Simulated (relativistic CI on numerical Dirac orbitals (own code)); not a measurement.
## Hyperfine structure of Bi LXXII, mass number 209

Calculated at this level of theory: Dirac-Coulomb-Breit CI, separate exchange-only KLI orbitals for each configuration, model QED (radiative potential, 1s self-energy scaled to tabulated hydrogen-like ionisation energies), unscaled Slater integrals (own radial code, finite nucleus).

CI space (outside the closed core [Ne]): 3s², 3s3p, 3p², 3s3d, 3d², 3p3d, 3p4s, 3d4s, 3s4s, 3s4p, 3s4d, 3s4f, 3s5s, 3s5p, 3s5d, 4s². Levels of other configurations are missing.

Nuclear spin I = 9/2, μ = 4.092 μN, Q = -0.516 b (tables of Stone and Pyykkö). The electronic factors are computed for point nuclear moments, without core polarisation or the Bohr-Weisskopf and QED corrections.

```json
{"Level": "3s3p ³P°1", "E (Ry)": "13.7963", "A (GHz)": "6581", "B (GHz)": "29.4"}
{"Level": "3s3p ³P°2", "E (Ry)": "59.4988", "A (GHz)": "2706", "B (GHz)": "-358"}
{"Level": "3s3p ¹P°1", "E (Ry)": "62.6969", "A (GHz)": "-2071", "B (GHz)": "-207"}
{"Level": "3p² ¹D2", "E (Ry)": "75.0874", "A (GHz)": "1356", "B (GHz)": "-299"}
{"Level": "3p² ³P1", "E (Ry)": "75.3867", "A (GHz)": "-454.7", "B (GHz)": "-179"}
{"Level": "3s3d ³D1", "E (Ry)": "77.6766", "A (GHz)": "-2270", "B (GHz)": "-33"}
{"Level": "3s3d ³D2", "E (Ry)": "79.0346", "A (GHz)": "2194", "B (GHz)": "-103"}
{"Level": "3s3d ³D3", "E (Ry)": "88.0645", "A (GHz)": "1705", "B (GHz)": "-76.5"}
```

Levels with J = 0, under 50 % of one LS term, or S terms without an open s electron are left out. Small factors come from cancelling terms and can be off by tens of per cent or more.

At this charge energies of transitions that change n are usually good to better than 1 %, and those within a shell (Δn = 0) to a few per cent.

Give the hyperfine levels of 3s3p ³P°1 relative to its centre of gravity.

With K = F(F + 1) − I(I + 1) − J(J + 1), E = AK/2 + B[¾K(K + 1) − I(I + 1)J(J + 1)]/[2I(2I − 1)J(2J − 1)]: F = 7/2: -36180, F = 9/2: -6601, F = 11/2: 29620 GHz.

LS names give the leading component of a level, which can be under half, so a name can repeat, a term be missing and a line seem to break the LS rules.
